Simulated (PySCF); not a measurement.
C2H6F2OSi. Atoms are numbered in the order given.

```xyz
12

O     -2.5050     0.2846     0.5603
C     -1.3248    -0.5139     0.4672
Si     0.1324     0.4328    -0.2686
F     -0.0898     0.6929    -1.8673
C      1.7385    -0.5565    -0.0641
F      1.8724    -0.7817     1.3152
H     -2.3264     1.0038     1.1848
H     -1.0310    -0.9569     1.4417
H     -1.5750    -1.3651    -0.1888
H      0.2534     1.7572     0.3935
H      1.7054    -1.5335    -0.5784
H      2.6339    -0.0201    -0.4239
```
Charge 0, spin multiplicity 1.

The structure is a stationary point at TPSSh-D3(BJ)/def2-SVP. The structure was generated by enumeration; whether it is a known compound was not checked. One conformer was computed; it need not be the lowest.

Computed with SMD-B3LYP/def2-SVP in PySCF.

Solvation free energies are E(SMD) − E(gas) at the gas-phase geometry, for 1 M in both phases. In vacuum the dipole moment is 1.30 D.

| solvent | ΔG(solv) (kcal/mol) | its non-electrostatic (CDS) part | dipole (D) |
|---|---|---|---|
| water | -5.3 | 4.5 | 1.74 |
| acetonitrile | -6.4 | 0.6 | 1.57 |
| benzene | -3.5 | -0.6 | 1.41 |
